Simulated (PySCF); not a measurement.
**AsS: mean field, correlation and small terms against distance**

State: ²Π, doublet, unpaired electrons π ↑. ROHF-based CCSD(T) in PySCF 2.14 with As cc-pwCVDZ-PP with ECP10, S aug-cc-pV(D+d)Z and As cc-pwCVTZ-PP with ECP10, S aug-cc-pV(T+d)Z (frozen core orbitals: 9; scalar-relativistic core potentials). Correlation energies are extrapolated as n⁻³ (n = 2, 3), Hartree–Fock as (n+1)·exp(−9√n). All energies in eV from As + S.

```
 R (Å)  HF/CBS  CCSD corr.      (T)   total
1.7774  -0.261      -2.060  -0.2833  -2.605
1.8582  -0.943      -2.080  -0.3098  -3.333
1.9389  -1.240      -2.115  -0.3403  -3.695
2.0197  -1.265      -2.161  -0.3747  -3.800
2.1005  -1.099      -2.216  -0.4128  -3.728
2.2015  -0.714      -2.296  -0.4651  -3.475
2.3025  -0.210      -2.386  -0.5221  -3.118
```

A fit to the total gives Re = 2.0219 Å, De = 3.801 eV, ωe = 569.3 cm⁻¹, Be = 0.1840 cm⁻¹ (masses 74.9216 and 31.9721 u).

**Question.** At R = 2.0197 Å the CCSD correlation energy is -0.494190 hartree in the smaller basis and -0.746409 in the larger. Extrapolate it.

**Answer.** (3³·E3 − 2³·E2)/(3³ − 2³) = -0.85261 hartree; the larger basis holds 87.5 % of it.

The T1 diagnostic is 0.024. The state was picked by a PBE0 search and need not be the measured ground state. Spin–orbit coupling, excitations beyond (T) and corrections to the Born–Oppenheimer picture are left out.
